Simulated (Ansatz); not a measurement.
Species: H$_{2}$AlCl, SMILES `[AlH2][Cl]` (charge 0, multiplicity 1).

Question: Give a relaxed geometry from PBE0-D3(BJ)/def2-TZVP (Ansatz, an electronic-structure program).

Answer: the end point of this relaxation (outside a Z-matrix the atoms follow the SMILES, hydrogens last).
Z-matrix (Å, degrees):
```
Al
H 1 1.5753
H 1 1.5753 2 125.01
Cl 1 2.0966 2 117.50 3 179.99
```
